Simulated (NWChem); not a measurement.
# Correlation energy of diiodomethane (CH2I2)

```
C
H 1 1.0935
H 1 1.0935 2 111.63
I 1 2.1636 2 107.22 3 117.14
I 1 2.1636 2 107.22 3 -117.14
```
Charge 0, spin multiplicity 1.

All runs are NWChem calculations. Structure: optimised with B3LYP/def2-SVP with def2 effective core potentials on I, a minimum by its harmonic frequencies.

Basis set: def2-SVP. Each correlation energy counts from its own Hartree-Fock reference.

```
method        correlation energy (mHa)  difference from CCSD(T)
------------  ------------------------  -----------------------
CCSD+T(CCSD)                    -422.8                     -0.6
CCSD                            -410.1                    +12.1
MP2                             -385.1                    +37.1
SCS-MP2                         -369.7                    +52.5
CCSD(T)                         -422.2                      0.0
CR-CCSD(T)                      -419.3                     +3.0
CR-CCSD[T]                      -419.7                     +2.5
```

The values span 53.1 mHa, from CCSD+T(CCSD) (lowest) to SCS-MP2 (highest). 

Effective core potentials replace the inner electrons of I; spin-orbit coupling is left out. The correlated methods keep 9 core orbitals frozen. Differences from the coupled-cluster row are differences between methods, not errors against experiment.
